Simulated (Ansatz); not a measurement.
`[SiH3][NH][GaH][SiH3]` + `BS` → `B[S][GaH][SiH3]` + `N[SiH3]`  (ligand exchange at a Ga–N bond)

Program: Ansatz. Geometries: PBE0-D4/def2-TZVP. ΔE: electronic, gas phase. CBS: MP2 limit from def2 TZ/QZ plus the TZ coupled-cluster correction, frozen cores. This one scheme is used for every species. DFT in def2-TZVPP. For Ga outer-core shells are correlated without core-valence functions, which leaves a few kJ/mol of doubt a bond. Scalar relativity is left out up to krypton. One conformer a species, not always the lowest.

`[SiH3][NH][GaH][SiH3]`:

Cartesian coordinates in Å:
```
Si -0.871 -1.464 1.900
N -0.531 -0.687 0.398
Ga 0.640 0.690 0.063
Si 0.790 1.456 -2.212
H -2.304 -1.334 2.290
H -0.562 -2.922 1.864
H -0.027 -0.816 2.936
H -1.037 -1.030 -0.407
H 1.419 1.215 1.315
H -0.124 0.692 -3.107
H 0.430 2.898 -2.309
H 2.178 1.302 -2.731
```

`BS`:

Cartesian coordinates in Å:
```
B 0.322 0.475 0.083
S -1.196 -0.425 0.036
H 0.235 1.623 0.389
H 1.360 -0.045 -0.178
H -0.722 -1.628 -0.331
```

`B[S][GaH][SiH3]`:

Z-matrix (Å, degrees):
```
Si
Ga 1 2.409
H 1 1.488 2 110.5
H 1 1.488 2 110.4 3 120.4
H 1 1.489 2 110.2 3 -119.8
S 2 2.237 1 118.7 3 -60.1
H 2 1.569 1 128.5 3 119.9
B 6 1.779 2 101.7 1 0.2
H 8 1.194 6 117.4 2 180.0
H 8 1.196 6 121.8 2 -0.0
```

`N[SiH3]`:

Z-matrix (Å, degrees):
```
Si
N 1 1.720
H 1 1.486 2 107.9
H 1 1.494 2 116.0 3 -120.3
H 1 1.486 2 107.9 3 119.4
H 2 1.007 1 119.6 3 -168.6
H 2 1.007 1 119.6 3 49.2
```

Question: Is it downhill or uphill in electronic energy at CCSD(T)/CBS, and by how much? (Best estimate.)

Answer: Computed: Downhill: ΔE = -5.2 kcal/mol.

Question: What do these levels give: PBE-D4, r2SCAN-D4, B2PLYP, PBE0, MP2/def2-TZVPP, CCSD/def2-TZVPP? (Best estimate.)

Answer: Ansatz gave: PBE-D4 -6.2, r2SCAN-D4 -5.8, B2PLYP -5.1, PBE0 -6.8, MP2/def2-TZVPP -5.4, CCSD/def2-TZVPP -4.7 kcal/mol.

Largest T1 diagnostic among the species: 0.015.

In def2-TZVPP, CCSD(T) changes the Hartree–Fock value by +1.9 kcal/mol (the triples alone add +0.1 kcal/mol) and MP2 by +1.1 kcal/mol. From PBE to PBE0 (25 % exact exchange), in def2-TZVPP and without D4, ΔE moves by −0.9 kcal/mol.
